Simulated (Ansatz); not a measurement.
H6Si3, SMILES `[SiH2]=[SiH][SiH3]` (charge 0, multiplicity 1).

Computed with Ansatz (a program for electronic structure) with frozen-core CCSD(T)/cc-pVTZ // B3LYP-D3(BJ)/def2-TZVP.

Ansatz 0.2 input:
```yaml
crystal:
  periodic: [false, false, false]
  atoms:
    - { symbol: Si, position_ang: [1.968228, -0.382195, 0.656025] }
    - { symbol: Si, position_ang: [0.363175, 0.888981, -0.005872] }
    - { symbol: Si, position_ang: [-1.672308, -0.110498, -0.513759] }
    - { symbol: H, position_ang: [2.013523, -1.791902, 0.217437] }
    - { symbol: H, position_ang: [3.288434, 0.132312, 1.076016] }
    - { symbol: H, position_ang: [0.358523, 2.289259, 0.476461] }
    - { symbol: H, position_ang: [-1.409743, -1.550709, -0.739999] }
    - { symbol: H, position_ang: [-2.66039, 0.047489, 0.580331] }
    - { symbol: H, position_ang: [-2.249442, 0.477262, -1.746641] }
basis:
  gaussian: { orbitals: cc-pVTZ }
correlation:
  method: ccsd_t
```

Output:

```
Functional definition: HF
1064 factors; integrals over basis functions are off by at most 9.9e-4 eV
mean field evaluation 1: about -23679.1250 eV, gradient 1.5e1 eV
mean field evaluation 2: about -23679.3652 eV, gradient 1.5e1 eV
mean field evaluation 4: about -23680.9121 eV, gradient 8.1e-1 eV
mean field evaluation 8: about -23680.9137 eV, gradient 7.5e-2 eV
mean field evaluation 16: about -23679.1247 eV, gradient 1.5e1 eV
mean field -23680.91372747 eV, -870.2575279847 hartree, gradient 1.3e-6 eV, S^2 0.000000; 0 other end points of the search recorded, 0 dependent functions left out; unrestricted orbitals would lower it
15 core orbitals not correlated
reference -23680.91372747 eV, -870.2575279847 hartree; 9, 9 occupied and 162, 162 virtual orbitals, 1064 factors
second order -10.06561886 eV of doubles, -0.00000000 eV of singles
cycle   1  -11.17414119 eV  change    -1.1e0 eV  update   9.6e-2
cycle   2  -11.63136417 eV  change   -4.6e-1 eV  update   3.4e-2
cycle   3  -11.68648297 eV  change   -5.5e-2 eV  update   1.3e-2
cycle   4  -11.68123612 eV  change    5.2e-3 eV  update   4.7e-3
cycle   5  -11.67963506 eV  change    1.6e-3 eV  update   1.3e-3
cycle   6  -11.67947241 eV  change    1.6e-4 eV  update   5.1e-4
cycle   7  -11.67965731 eV  change   -1.8e-4 eV  update   2.0e-4
cycle   8  -11.67973534 eV  change   -7.8e-5 eV  update   8.3e-5
cycle   9  -11.67971636 eV  change    1.9e-5 eV  update   3.0e-5
cycle  10  -11.67970604 eV  change    1.0e-5 eV  update   1.0e-5
perturbative correction -0.52408436 eV, -0.0192597450 hartree
Total energy: -23693.11751787 eV, -870.7060090100 hartree
```
